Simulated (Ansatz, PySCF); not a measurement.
Pair of molecules: HCl (SMILES Cl) (first 2 atoms) with H2 (SMILES [H][H]); geometry from B3LYP-D3(BJ)/def2-TZVP.
(charge 0, multiplicity 1):
```tsv
atom	x (Å)	y (Å)	z (Å)
Cl	-0.1180	-0.5884	-0.7213
H	-0.0738	-0.4022	0.5470
H	-0.3529	0.0270	2.8010
H	0.3656	-0.1700	2.8040
```

Basis-set superposition error: the interaction energy with monomers in their own basis, and in the dimer's basis (counterpoise).

Codes used: Ansatz (a first-principles code); PySCF for 6-31G* rows. Each number belongs to the level named beside it.

| level | uncorrected (meV) | counterpoise (meV) | difference |
|---|---|---|---|
| HF/6-31G* | 11.5 | 13.8 | 2.3 |
| HF/aug-cc-pV(T+d)Z | 3.3 | 4.2 | 0.9 |
| SVWN5/def2-TZVPPD | -69.6 | -66.9 | 2.7 |
| BLYP/def2-TZVPPD | -4.2 | -1.9 | 2.3 |
| wB97X-V/def2-TZVPPD | -27.0 | -25.2 | 1.8 |
| wB97M-V/def2-TZVPPD | -23.4 | -22.1 | 1.3 |
| MP2/6-31G* | 3.9 | 9.4 | 5.5 |
| MP2/aug-cc-pV(D+d)Z | -34.9 | -18.9 | 16.0 |
| SCS-MP2/aug-cc-pV(D+d)Z | -29.3 | -12.0 | 17.2 |
| CCSD/aug-cc-pV(Q+d)Z | -23.2 | -20.9 | 2.3 |

The error is largest for SCS-MP2/aug-cc-pV(D+d)Z (17.2 meV) and smallest for HF/aug-cc-pV(T+d)Z (0.9 meV).
